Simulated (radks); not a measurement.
Valence configurations of Kr2+ (all share [Ar]). Method: Dirac Kohn-Sham, PBE, spin-unpolarised, spherical densities, point nucleus; open shells are shared between the two j in proportion to 2j + 1; computed with a radial shooting solver on a logarithmic mesh with Libxc functionals. Energies are relative to 3d10 4s2 4p4; eigenvalues in eV.

| valence | E (eV) | e(3d3/2) | e(3d5/2) | e(4p1/2) | e(4p3/2) | e(4s1/2) |
|---|---|---|---|---|---|---|
| 3d10 4s2 4p4 | 0.000 | -107.57 | -106.26 | -31.517 | -30.714 | -46.066 |
| 3d10 4s1.5 4p4.5 | 7.558 | -108.33 | -107.02 | -31.857 | -31.046 | -46.464 |
| 3d10 4s1 4p5 | 15.148 | -109.08 | -107.77 | -32.191 | -31.372 | -46.855 |
| 3d10 4p6 | 30.419 | -110.55 | -109.24 | -32.842 | -32.008 | - |
| 3d9.5 4s2 4p4.5 | 39.348 | -114.56 | -113.22 | -32.712 | -31.861 | -47.649 |
| 3d9 4s2 4p5 | 81.633 | -121.66 | -120.29 | -33.896 | -32.995 | -49.207 |
| 3d9 4s1 4p6 | 97.600 | -123.08 | -121.71 | -34.528 | -33.611 | -49.940 |
| 3d8 4s2 4p6 | 175.25 | -136.20 | -134.77 | -36.235 | -35.233 | -52.257 |

NIST lists [Ar] 3d10 4s2 4p4 as the ground configuration; this level of theory agrees among the configurations tried. The energies are those of spherical spin-averaged densities, not of single terms.
